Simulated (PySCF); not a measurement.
Symmetry of computed structures. Method used: PySCF, PBE0-D3(BJ)/def2-SVP geometry optimisation, gas phase. The symmetry is that of the one conformer found, every atom within 0.08 Å of its image; none is proved a minimum here. The geometries of the anions come from a basis without diffuse functions.

Q: `[CH3:1][C:2]([CH3:3])([CH3:4])[c:5]1[cH:6][cH:7][cH:8][cH:9][n:10]1`: symmetry, top, dipole?

A: Cs; asymmetric top; symmetry number 1; 2 operations, which sort the 23 atoms into 18 sets; dipole 1.76 D, in the ab plane, which is the mirror; A, B, C = 2591, 989.4, 849.5 MHz; heavy atoms equivalent by symmetry: C1/C4.

Q: What symmetry has `[CH3-]`?

A: C3v; oblate symmetric top; symmetry number 3; 6 operations, which sort the 4 atoms into 2 sets; dipole about the centre of mass 1.47 D, along the axis.

Q: Point group, rotor type and polarity of `[O:1]=[CH:2]/[C:3]([F:4])=[CH:5]\[F:6]` with O1–C2–C3–F4 180°?

A: Cs; asymmetric top; symmetry number 1; 2 operations, which sort the 8 atoms into 8 sets; dipole 2.34 D, in the ab plane, which is the mirror; A, B, C = 4327, 3764, 2013 MHz.

Q: What symmetry has `CC=C=C=C=C(C)N(C)C`?

A: C1; near-prolate asymmetric top; symmetry number 1; this conformer is chiral (no improper operation); dipole 2.50 D.

Q: `CN(C)C1=C[C@@H]2C=C[C@H]1C2`: symmetry, top, dipole?

A: C1; asymmetric top; symmetry number 1; this conformer is chiral (no improper operation); dipole 1.45 D; A, B, C = 2710, 1072, 938.9 MHz.

Q: `[CH3:1][CH2:2][CH:3]=[C:4]([CH3:5])[CH3:6]` with C1–C2–C3–C4 -113° (2-methyl-2-pentene): symmetry, top, dipole?

A: C1; asymmetric top; symmetry number 1; this conformer is chiral (no improper operation); dipole 0.29 D; A, B, C = 6455, 1884, 1627 MHz.
